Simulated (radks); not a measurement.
Values are calculated unless marked as measured or tabulated.
Task: These are the eigenvalues of the occupied orbitals of an atom or ion with whole-number occupations (hartree). Level of theory: scalar-relativistic Kohn-Sham, PBE, spin-polarised, spherical densities, finite nucleus; Fermi nuclear charge, rms radius of each element as measured or else 0.836 A^(1/3) + 0.57 fm (a radial shooting solver on a logarithmic mesh with Libxc functionals).

orbital  eigenvalue
1s up     -1370.392
1s down   -1370.387
2s up     -217.6359
2s down   -217.6337
2p up     -195.2948
2p down   -195.2910
3s up     -46.89390
3s down   -46.88930
3p up     -39.73020
3p down   -39.72503
3d up     -29.32377
3d down   -29.31893
4s up     -10.16337
4s down   -10.15241
4p up      -7.85127
4p down    -7.84005
4d up      -4.49255
4d down    -4.47805
5s up      -2.36455
5s down    -2.29313
5p up      -1.77148
5p down    -1.69632
5f up      -0.42800

Which element is it, and in what charge state? The configuration may be excited. Open shells, if any, are filled with parallel spins first.

Result: Z = 56, barium, charge +3: Ba3+ in [Kr] 4d10 5s2 5p4 5f1. The list shows which subshells hold electrons but not how many an open one holds; the 1s level, -1370.4 hartree, gives Z - s = 52.4 by -(Z - s)^2/2, which with screening and relativity narrows Z to a few neighbours, and the depths of the outer levels then fix element, charge and occupations together.
